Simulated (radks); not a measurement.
Values are calculated unless marked as measured or tabulated.
Valence configurations of Ti II (all share [Ar]). Level of theory: Dirac Kohn-Sham, PBE, spin-unpolarised, spherical densities, point nucleus; open shells are shared between the two j in proportion to 2j + 1 (a radial shooting solver on a logarithmic mesh with Libxc functionals). Energies are relative to 3d2 4s1; eigenvalues in eV.

| valence | E (eV) | e(3d3/2) | e(3d5/2) | e(4p1/2) | e(4p3/2) | e(4s1/2) |
|---|---|---|---|---|---|---|
| 3d2 4s1 | 0.000 | -11.398 | -11.349 | - | - | -10.350 |
| 3d3 | 0.048 | -8.049 | -8.009 | - | - | - |
| 3d1.5 4s1.5 | 0.834 | -13.519 | -13.466 | - | - | -11.130 |
| 3d2 4s0.5 4p0.5 | 1.880 | -11.957 | -11.907 | -6.947 | -6.900 | -10.693 |
| 3d1 4s2 | 2.397 | -15.902 | -15.845 | - | - | -11.935 |
| 3d1.5 4s1 4p0.5 | 2.827 | -14.081 | -14.027 | -7.491 | -7.439 | -11.459 |
| 3d2 4p1 | 3.776 | -12.505 | -12.455 | -7.249 | -7.202 | - |
| 3d1 4s1 4p1 | 6.638 | -17.007 | -16.948 | -8.317 | -8.258 | -12.552 |
| 3d1.5 4p1.5 | 6.860 | -15.170 | -15.115 | -8.049 | -7.995 | - |
| 3d1 4p2 | 10.943 | -18.067 | -18.008 | -8.824 | -8.762 | - |

NIST lists [Ar] 3d2 4s1 as the ground configuration; this level of theory agrees among the configurations tried. The energies are those of spherical spin-averaged densities, not of single terms.
